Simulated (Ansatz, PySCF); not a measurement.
Reaction R1 + R2 → P1 + P2, each structure at its B3LYP-D3(BJ)/def2-TZVP stationary point, reached from a drawn start (curvature not checked).
P1, CH4O (SMILES CO) (charge 0, multiplicity 1):
```xyz
6

C     -0.14211     0.33372     0.00000
O     -0.13223    -1.08693     0.00000
H     -1.18691     0.64107     0.00000
H      0.78112    -1.38933     0.00000
H      0.34006     0.75079     0.89119
H      0.34006     0.75079    -0.89119
```
R1: CH4 (SMILES C), charge 0, multiplicity 1.
P2, H2 (SMILES [H][H]) (charge 0, multiplicity 1):
```
atom   x (Å)   y (Å)    z (Å)
----  ------  ------  -------
H     0.0000  0.0000   0.3720
H     0.0000  0.0000  -0.3720
```
R2: H2O (SMILES O), charge 0, multiplicity 1.

P less R. No zero-point or thermal terms.

Frozen-core correlation throughout. CBS(a, b) extrapolates the correlation energy as X⁻³ and adds the Hartree–Fock energy of set b.

Run with Ansatz (Gaussian basis) for Hartree–Fock, density functionals and correlated methods; PySCF for the D3/D4 terms. Each number belongs to the level named beside it.

PBE/def2-TZVPP gives 29.00 kcal/mol for the reaction energy.

### Question
Where do these levels fall relative to PBE: PBE-D3(BJ)/def2-TZVPP, r2SCAN/def2-TZVPP, PBE0/def2-TZVPP, wB97M-V/def2-TZVPP, B2PLYP/def2-TZVPP, MP2/CBS(cc-pVTZ, cc-pVQZ), CCSD(T)/CBS(cc-pVTZ, cc-pVQZ).

### Answer
PBE-D3(BJ)/def2-TZVPP -0.28; r2SCAN/def2-TZVPP 0.47; PBE0/def2-TZVPP 1.07; wB97M-V/def2-TZVPP 0.56; B2PLYP/def2-TZVPP 0.97; MP2/CBS(cc-pVTZ, cc-pVQZ) 1.94; CCSD(T)/CBS(cc-pVTZ, cc-pVQZ) 1.20 kcal/mol. 6 of 7 lie above PBE; the widest gap is to MP2/CBS(cc-pVTZ, cc-pVQZ).

Ansatz is a first-principles code.
